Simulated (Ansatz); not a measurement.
F₂HInO (`[OH][In]([F])[F]`), relaxed with RKS PBE-D4/def2-SVP in the Gaussian-basis code of Ansatz from a rough embedded geometry. The force threshold is 0.03 eV/Å; the program also tests the step.

Charge 0, multiplicity 1. In takes the def2 core potential.

Start:

```xyz
5

O     0.350    0.874   -0.287
In   -0.252   -0.290    0.221
F     1.342   -0.778    0.643
F    -1.278   -1.083    0.535
H    -0.161    1.277   -1.112
```

**Question.** By how much does the energy fall, and how many steps does the optimiser take? (An estimate is asked.)

**Answer.** The calculation gave: 2543.84 kJ/mol, in 8 steps.

**Question.** Which bonds change most? (Best estimate.)

**Answer.** Computed: In2–F4 from 1.335 to 1.970 Å; O1–In2 from 1.405 to 2.005 Å; In2–F3 from 1.719 to 1.960 Å; O1–H5 from 1.050 to 0.980 Å.

**Question.** Give the relaxed structure. (Estimate.)

**Answer.** The calculation gave: 
```xyz
5

O     0.366    1.304   -0.801
In    0.143   -0.377    0.269
F     1.649   -1.298    1.123
F    -1.632   -1.193    0.522
H    -0.525    1.563   -1.114
```
